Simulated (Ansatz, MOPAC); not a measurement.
Molecule: NO₂, charge 0, multiplicity 2. SMILES: [N+]([O-])=O

Atoms: N1, O2, O3. Bonds: N1-O2, N1-O3.

Bond lengths (Å) and angles (degrees) optimised at PM7 with MOPAC; B3LYP/LANL2DZ with Ansatz (a program for electronic structure); B3LYP/6-31G* with Ansatz, each started from the B3LYP-D3(BJ)/def2-TZVP structure (Ansatz) of the last column. A row stands for all coordinates that are equal there. 6-31G* holds six Cartesian d functions. No wavenumbers were computed at B3LYP/LANL2DZ, so these may be saddle points.

```json
[
 {"coordinate": "N1-O2", "PM7": "1.176", "B3LYP/LANL2DZ": "1.247", "B3LYP/6-31G*": "1.203", "B3LYP-D3(BJ)/def2-TZVP": "1.191"},
 {"coordinate": "O2-N1-O3", "PM7": "139.8", "B3LYP/LANL2DZ": "133.9", "B3LYP/6-31G*": "133.8", "B3LYP-D3(BJ)/def2-TZVP": "134.4"}
]
```

Mean signed difference of all 2 bond lengths from B3LYP-D3(BJ)/def2-TZVP: PM7 -0.015 Å, B3LYP/LANL2DZ 0.056 Å, B3LYP/6-31G* 0.013 Å.
